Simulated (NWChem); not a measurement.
## Atomisation of H₂AlClS₂

SMILES: [SH][Al]([SH])[Cl]
```xyz
6

Al     0.0000     0.0000    -0.0087
Cl     0.0000     0.0000    -2.1174
S      1.9533     0.0000     0.9882
H      1.4195     0.0000     2.2430
S     -1.9533     0.0000     0.9882
H     -1.4195     0.0000     2.2430
```
Charge 0, spin multiplicity 1.

All runs are NWChem calculations. The geometry was optimised at PBE/def2-SVP, a minimum by its harmonic frequencies. It is one conformer; others weren't searched.

Basis set: def2-TZVP. The atomisation energy is electronic alone: no zero-point, thermal, spin-orbit or counterpoise terms. No value is extrapolated to the basis-set limit. Free atoms are single determinants with multiplicities Al 2, Cl 2, S 3, H 2. Correlated methods freeze the same cores in atoms and molecule, 20 orbitals in all.

Relative cost: rough, from shared machines, SCF included, PBE0 = 1. Costs are the molecule's.

B3LYP has NWChem's definition, with VWN1-RPA local correlation. GW and range-separated runs recompute their integrals, the others keep them in memory, which bears on the times. The structure started from a generated list of species. The stability of the SCF solutions was not checked. Open-shell Hartree-Fock references start from PBE0 orbitals; any time given for them includes that run.

```json
[
 {"method": "PBE0", "atomisation energy (kcal/mol)": "433.9", "relative cost": "1"},
 {"method": "BLYP", "atomisation energy (kcal/mol)": "[?]", "relative cost": "under 3"},
 {"method": "HF", "atomisation energy (kcal/mol)": "[?]", "relative cost": "under 3"},
 {"method": "B3LYP", "atomisation energy (kcal/mol)": "425.2", "relative cost": "under 3"},
 {"method": "BP86", "atomisation energy (kcal/mol)": "440.6", "relative cost": "under 3"},
 {"method": "PBE", "atomisation energy (kcal/mol)": "[?]", "relative cost": "under 3"},
 {"method": "MP2", "atomisation energy (kcal/mol)": "430.8", "relative cost": "4"},
 {"method": "CAM-B3LYP", "atomisation energy (kcal/mol)": "[?]", "relative cost": "10"}
]
```

Some entries are withheld; supply them.


- BLYP, atomisation energy (kcal/mol): 420.6
- HF, atomisation energy (kcal/mol): 320.7
- PBE, atomisation energy (kcal/mol): 438.7
- CAM-B3LYP, atomisation energy (kcal/mol): 428.3
